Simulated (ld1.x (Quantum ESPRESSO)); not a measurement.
## Which change was made? (W, TM)

tungsten (W), norm-conserving Troullier–Martins (Kleinman–Bylander form), made with ld1.x (Quantum ESPRESSO) 7.5 (LDA (PZ), scalar-relativistic). Core [Xe] 4f14, reference 5d4 6s0 6p0 (charge +2). Waves: 6s (bound, empty): rc 2.50 bohr; 6p (bound, empty): rc 3.10 bohr; 5d (bound): rc 2.15 bohr. Local part: all-electron potential smoothed inside 3.10 bohr (lloc = -1). Core correction: none.

Cutoffs, loose and tight: the cutoffs (Ry, on a coarse ladder) from which the occupation-weighted sum of valence levels, in a spherical-Bessel basis at the reference potential, stays within 10 and 1 mRy of its value at 400 Ry. They do not see the model core or the augmentation charge, which bear on the density cutoff. Test errors are all-electron minus pseudo excitation energies from the reference, over the configurations 5d4 6s2 6p0; 5d4 6s1 6p0; 5d3 6s0 6p0; 5d4 6s1 6p1; 5d4 6s0 6p2; 5d3 6s2 6p0; 5d2 6s0 6p0 (two spin-polarised tests are not counted in the largest error); variants that change the core or the reference have their own tests. The largest error is taken over the tests solved by every variant that gives reliable tests at all, those not shown here included: 5d2 6s0 6p0; 5d3 6s0 6p0; 5d3 6s2 6p0; 5d4 6s0 6p2; 5d4 6s2 6p0.

The base gives: outcome: generated; cutoff, loose: 30 Ry; cutoff, tight: 35 Ry; bound ghosts: none; largest test error (meV): +85.

(1) After one change the result is: outcome: generated; cutoff, loose: 21 Ry; cutoff, tight: 35 Ry; bound ghosts: s; largest test error (meV): test run stopped at test 1 of 9 (negative rho). Which change was it?
A. type PAW; waves now 6s (bound): rcut 2.15, rcutus 2.50 bohr; 6s channel at -1.1 Ry: rcut 2.15, rcutus 2.50 bohr; 6p (bound): rcut 2.70, rcutus 3.10 bohr; 6p channel at 0.25 Ry: rcut 2.70, rcutus 3.10 bohr; 5d (bound): rcut 1.85, rcutus 2.15 bohr; 5d channel at -1.15 Ry: rcut 1.85, rcutus 2.15 bohr; local potential all-electron potential smoothed inside 2.20 bohr (lloc = -1); core correction a·sin(br)/r model core, default radius (ld1.x builds one for every PAW set, though the input has nlcc=.false.); augmentation PSQ, inside the norm-conserving radii
B. core correction a·sin(br)/r model core inside 2.06 bohr
C. wave 6s (bound): rc 2.50 bohr becomes 6s (bound): rc 1.78 bohr

Answers

(1) A. The others give: core correction a·sin(br)/r model core inside 2.06 bohr → outcome: generated; cutoff, loose: 30 Ry; cutoff, tight: 35 Ry; bound ghosts: none; largest test error (meV): -477 | wave 6s (bound): rc 2.50 bohr becomes 6s (bound): rc 1.78 bohr → outcome: generated; cutoff, loose: 30 Ry; cutoff, tight: 35 Ry; bound ghosts: none; largest test error (meV): +433.
